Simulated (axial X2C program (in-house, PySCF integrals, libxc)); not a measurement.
Worked dissociation energy of BTe⁺: CCSD(T), spin-free

Calculated with an axial X2C code built on PySCF integrals. Spin-free means the one-electron spin-free X2C Hamiltonian. Basis: Te dyall-cv3z [11s12p8d4f1g], B dyall-v3z [7s6p2d1f] (cores contracted in-house); Gaussian nuclei, density fitting, unrestricted open shells. Masses: Te 129.906 u, B 11.009 u.

Molecular state: M_S = 1, Λ = 1 (beyond evenly filled blocks: σα, π+α, π+β, π-α).

Correlated methods: 8 electrons correlated (number of frozen shells: Te 4 s, 3 p, 2 d; B 1 s), 230 virtual spin orbitals or spinors in MP2, 90 natural virtuals in coupled cluster.

```
E(Te) (2M_S = 2, M_L = 0) : -6791.055824 hartree
E(B+) (2M_S = 0, M_L = 0) : -24.304536 hartree
E(BTe⁺) at Re             : -6815.446734 hartree
ωe                        : 653.1 cm⁻¹
```

**Question.** Work out De and D0.

**Answer.** De = -6791.055824 + (-24.304536) − (-6815.446734) = 0.08637 hartree = 2.350 eV. The zero-point energy is ωe/2 = 327 cm⁻¹ = 0.040 eV, so D0 = 2.310 eV.

One determinant describes the state; a PBE0 search over occupations chose it and may have missed a lower one. De is counted from the lowest determinant-based energies of the atoms at the same level, without counterpoise correction. Coupled cluster ran in a truncated set of natural virtual spinors; the MP2 energy of the rest was added. (T) has no such correction and the atoms are truncated less, which lowers De at CCSD(T) by a hundredth of an eV or more. Other states lie close and PBE0, whose exact exchange favours high spin, may order them wrongly; the determinant shown need not be the ground state. The nearest other spin-free determinant of the search, M_S = 0, Λ = 1, lies 0.10 eV up at the distance of the search. With the outer-core shells frozen, correlated bond lengths of heavy atoms tend to come out a few hundredths of an ångström too long. Spin-free De lacks the spin–orbit lowering of the heavy p-block atom, a tenth of an eV or more for 4p and 5p, up to an eV for 6p and one to two eV for 7p atoms, less what an open-shell molecule gains itself.

Each atomic determinant is the lowest at this level and need not be a pure term. Totals compare only within one Hamiltonian and basis.
